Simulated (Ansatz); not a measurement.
System: hydrogen telluride, H₂Te, charge 0, multiplicity 1. SMILES: [TeH2]
Geometry from a B3LYP-D3(BJ)/def2-TZVP (Ansatz, a quantum-chemistry and plane-wave program) optimisation:
```xyz
3

Te    -0.0007     0.0433     0.0023
H     -1.1604    -1.1450    -0.0483
H      1.1973    -1.1053    -0.0693
```
Charge 0, spin multiplicity 1.

Wanted: vertical triplet-singlet gap, E(triplet) - E(singlet), in eV. Set-up: dispersion terms only where a functional's name holds one; each state is the SCF solution reached for its charge and spin; STO-3G and 3-21G all-electron and non-relativistic; def2 sets with scalar-relativistic core potentials past Kr; spin-orbit terms left out; open shells spin-unrestricted. First-principles rows: single points at B3LYP-D3(BJ) geometries (Ansatz). Levels can end on unlike triplets.

```csv
species,coefficient,"E at B3LYP/STO-3G (Ansatz), Eh","E at PBE0/def2-TZVPD (Ansatz), Eh"
"charge 0, triplet",+1,-6550.20169,-269.08126
"charge 0, singlet",-1,-6550.41801,-269.21886
```

 1 Eh = 27.2114 eV.

Question: Work the quantity out at each level.

Answer: 
- B3LYP/STO-3G: the sum of coefficient times E is 0.21632 Eh, or 5.886 eV. Result: 5.89 eV.
- PBE0/def2-TZVPD: the sum of coefficient times E is 0.13760 Eh, or 3.744 eV. Result: 3.74 eV.
